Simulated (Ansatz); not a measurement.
Relaxing a trial structure of C2H5In−

The starting geometry of this gas-phase doublet was optimised with GFN2-xTB.

```xyz
8

C    -0.3489   -1.0454    0.2007
C     1.1182   -0.7253    0.0476
In   -1.8756    0.7365    0.3671
H     1.4712   -0.7566   -0.9957
H    -0.5824   -1.9125   -0.4680
H    -0.4210    2.5650    0.4549
H     1.3262    0.2684    0.4456
H     1.7408   -1.4479    0.6027
```

Problem. Predict what it relaxes into with PBE0-D3(BJ)/def2-SVPD.

Solution. A new bond forms, giving a structure given below by its coordinates. Contacts that close: In3–H6 (2.34 → 1.89 Å).

The energy falls by 0.51 eV over 15 steps:

```
step  E − E(last) (eV)
   1             0.515
   3             0.043
   4             0.028
   6             0.007
   7             0.004
   9             0.003
  10             0.002
  12             0.000
  13             0.000
  15             0.000
```

Final geometry (Å):

```yaml
atoms:
  - { symbol: C, position_ang: [-0.3381, -0.7683, -0.1142] }
  - { symbol: C, position_ang: [1.1532, -0.6907, 0.0209] }
  - { symbol: In, position_ang: [-1.8235, 0.7538, 0.6269] }
  - { symbol: H, position_ang: [1.6639, -0.8991, -0.9440] }
  - { symbol: H, position_ang: [-0.6720, -1.7819, -0.4100] }
  - { symbol: H, position_ang: [-0.6116, 2.1896, 0.3931] }
  - { symbol: H, position_ang: [1.4833, 0.3096, 0.3459] }
  - { symbol: H, position_ang: [1.5733, -1.4309, 0.7362] }
```

Frequencies at the end are all real (lowest 111 cm⁻¹). Open shells are spin-unrestricted. Atoms past krypton carry core potentials, without spin–orbit terms. Run with Ansatz 0.2.0, 3.9 min on 2 threads of Intel(R) Xeon(R) Processor @ 2.50GHz (Skylake/Cascade Lake), on a shared host.
